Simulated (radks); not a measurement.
Problem. These are the eigenvalues of the occupied orbitals of an atom or ion with whole-number occupations (eV). Method: Dirac Kohn-Sham, PBE, spin-unpolarised, spherical densities, finite nucleus; Fermi nuclear charge, rms radius of each element as measured or else 0.836 A^(1/3) + 0.57 fm; computed with a radial shooting solver on a logarithmic mesh with Libxc functionals.

| orbital | eigenvalue |
|---|---|
| 1s1/2 | -8250.376 |
| 2s1/2 | -1021.813 |
| 2p1/2 | -896.3982 |
| 2p3/2 | -878.9161 |
| 3s1/2 | -150.5125 |
| 3p1/2 | -112.1603 |
| 3p3/2 | -109.9108 |
| 3d3/2 | -47.1903 |
| 3d5/2 | -46.9195 |

Which element is it, and in what charge state? The configuration may be excited. Open shells, if any, fill j = l - 1/2 first.

Solution. Z = 28, nickel, charge +3: Ni3+ in [Ar] 3d7. The list shows which subshells hold electrons but not how many an open one holds; the 1s level, -303.2 hartree, gives Z - s = 24.6 by -(Z - s)^2/2, which with screening and relativity narrows Z to a few neighbours, and the depths of the outer levels then fix element, charge and occupations together.
